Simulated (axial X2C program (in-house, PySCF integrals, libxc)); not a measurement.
## TiGa: bond constants with and without spin–orbit coupling

Computed with an in-house relativistic program for diatomic molecules. Spin-free means the one-electron spin-free X2C Hamiltonian; two-component (2c) means X2C with spin–orbit coupling and atomic mean-field two-electron Coulomb and Gaunt terms, so the difference of the two also holds small scalar two-electron terms. Basis: Ga dyall-cv3z [9s9p7d4f1g], Ti dyall-cv3z [10s10p6d4f2g] (cores contracted in-house); Gaussian nuclei, density fitting, unrestricted open shells. Masses: Ga 68.926 u, Ti 47.948 u.

Input:
```json
{"zs": [31, 22], "q": 0, "bas": ["dyall-cv3z", "dyall-cv3z"], "levels": ["PBE0", "HF", "M06"], "cc": true, "r0": 2.6, "thr": -1.0, "nmax": 90, "npts": 10, "nst": 2, "ntry": 6}
```
```bash
python so2c.py task.json out
```

Keys: zs atomic numbers; q charge; bas basis sets; levels methods; cc coupled cluster on or off; r0 starting distance in Å; thr threshold in hartree for freezing inner shells (an s shell follows its p shell); nmax most natural virtual spinors; npts points on the curve; nst determinants followed; ntry starts of the search. HF also brings MP2.

State, spin-free: M_S = 5/2, Λ = 2 (beyond evenly filled blocks: 2 × σα, π+α, π-α, δ+α); electrons by block: σα: 14, σβ: 12, π+α: 6, π+β: 5, π-α: 6, π-β: 5, δ+α: 2, δ+β: 1, δ-α: 1, δ-β: 1. Fragments: Ga + Ti.

State, 2c: Ω = 1/2 (⟨Sz⟩ = 2.50, ⟨Lz⟩ = -2.00 at PBE0); electrons by block: 1/2: 19, -1/2: 18, 3/2: 7, -3/2: 7, 5/2: 1, -5/2: 1. Fragments: Ga + Ti.

```
Hamiltonian    level  Re (Å)  ωe (cm⁻¹)  ωexe (cm⁻¹)  Be (cm⁻¹)  μ (D)
  spin-free     PBE0   2.465      263.6         1.02     0.0981   2.85
  spin-free       HF   2.617      214.9          n/a    0.08707   2.94
  spin-free      MP2   2.513      247.3        0.761    0.09442    n/a
  spin-free     CCSD   2.509      257.9         0.91     0.0947    n/a
  spin-free  CCSD(T)   2.510      260.2        0.886    0.09465    n/a
  spin-free      M06   2.481      251.0          n/a    0.09683   1.97
         2c     PBE0   2.465      263.9         0.94    0.09812   2.84
```

Correlated methods: 7 electrons correlated (number of frozen shells: Ga 3 s, 2 p, 1 d; Ti 3 s, 2 p), 343 virtual spin orbitals or spinors in MP2, 90 natural virtuals in coupled cluster.

Dipoles are positive if Ti is the positive end.

One determinant describes the state; a PBE0 search over occupations chose it and may have missed a lower one. De is not given where an atomic determinant may have missed its ground term or J level, or where the truncated virtual space spoils (T). Density functionals use the spin component along the axis (collinear). Coupled cluster ran in a truncated set of natural virtual spinors; the MP2 energy of the rest was added. (T) has no such correction and the atoms are truncated less, which lowers De at CCSD(T) by a hundredth of an eV or more. PBE0 can misorder states that lie within some tenths of an eV, so this need not be the ground state of the molecule. The nearest other spin-free determinant of the search, M_S = 3/2, Λ = 2, lies 0.20 eV up at the distance of the search. Without a current term, density functionals place determinants with orbital angular momentum somewhat too high. The spin of this state cannot come from the lowest atoms; the curve heads to a higher limit, and no De is given. With several unpaired electrons one determinant need not be a pure state. The outer-core s and p shells of the metal are frozen in the correlated rows, which leaves out core–valence correlation; for alkali and alkaline-earth bonds that tends to lengthen them. At some level and bond length an empty orbital lies below a filled one. The T1 diagnostic is large, a sign of multireference character. With the outer-core shells frozen, correlated bond lengths of heavy atoms tend to come out a few hundredths of an ångström too long.

No reliable constants came from CCSD (2c), CCSD(T) (2c), HF (2c), M06 (2c), MP2 (2c): no minimum in range, unconverged points, a curve that is not smooth, a change of character along it, or the two Hamiltonians disagreeing along it.

Rough cost a point (2c) on 1 thread(s) of a shared host, integrals apart: PBE0 2 s.

The whole task took 3.7 min on 1 thread of Arm Neoverse V2 (shared host).
